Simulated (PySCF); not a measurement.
# Computed vibrations of [HgCl3(H2O)]−

[HgCl3(H2O)]− (singlet). PySCF 2.14.0, RKS PBE0, Hg def2-SVP with ECP60, Cl def2-SVP, O def2-SVP, H def2-SVP; non-relativistic Hamiltonian with scalar-relativistic core potentials where named; density fitting; no spin-orbit coupling. Central differences of gradients.

```xyz
7

Hg    0.0402   -0.1288    0.1288
Cl    0.7888    2.1649    0.7309
Cl   -1.1939   -1.5944    1.5944
Cl    0.7888   -0.7309   -2.1649
O    -1.2630    1.7636   -1.7636
H    -0.6606    2.2314   -1.1613
H    -0.6606    1.1613   -2.2314
```

Run from Python with OMP_NUM_THREADS=2. Where DIIS fails, smearing, a level shift and second-order steps follow.
It took 100 s on 2 threads of Arm Neoverse V1, on a shared host.

(1) What are the harmonic wavenumbers and infrared intensities?

(2) Is this a minimum?

Answers

(1) Modes are labelled in Cs; negative numbers are unstable modes, those under 60 cm⁻¹ near the noise; a finer grid moves soft modes by up to 10 cm⁻¹.
```
cm⁻¹  km/mol  symmetry
  50     1.4        a'
  58    16.1       a''
  83    17.8        a'
  87    23.2        a'
 119     0.0       a''
 153     2.4        a'
 258    57.0       a''
 274     6.7        a'
 291    65.0        a'
 457    52.4       a''
 641     8.3       a''
 668   340.5        a'
1674    83.2        a'
3720   138.2        a'
3783   110.2       a''
```

(2) Yes, within the noise of the softest modes. Ideal gas at 298.15 K and 1 bar: S = 428.0 J/(mol K), Cp = 117.3 J/(mol K), H − H(0 K) = 26.7 kJ/mol (rigid rotor, harmonic modes, spin degeneracy alone; the modes under 60 cm⁻¹ make these uncertain).
